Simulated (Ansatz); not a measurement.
Mulliken charges of CH5FSn, SMILES `[CH3][SnH2][F]` from PBE/def2-TZVPP in Ansatz (PBE0-D4/def2-TZVP geometry).

| atom | x (Å) | y (Å) | z (Å) | charge (e) |
| --- | --- | --- | --- | --- |
| C1 | -0.890 | 0.708 | -0.187 | -0.571 |
| Sn2 | 0.794 | -0.509 | 0.254 | 0.901 |
| F3 | 0.722 | -1.918 | -1.066 | -0.469 |
| H4 | -0.792 | 1.112 | -1.194 | 0.134 |
| H5 | -1.796 | 0.105 | -0.127 | 0.135 |
| H6 | -0.960 | 1.532 | 0.525 | 0.125 |
| H7 | 0.710 | -1.327 | 1.749 | -0.128 |
| H8 | 2.304 | 0.239 | -0.010 | -0.128 |

By hand: the dipole of these point charges (1 e Å = 4.8032 D).

Σ q r = (0.031, 0.531, 0.501) e Å, of length 0.731 e Å = 3.51 D.

How does the dipole of the full density compare? (An estimate is asked.)

Ansatz gave: (-0.131, 0.495, 0.322) e Å, 2.91 D; the point charges give 1.21 times that, at 18° from its direction.

Point charges leave out the atoms' own dipoles, such as those of lone pairs, and Mulliken's split depends on the basis, so the two needn't agree.
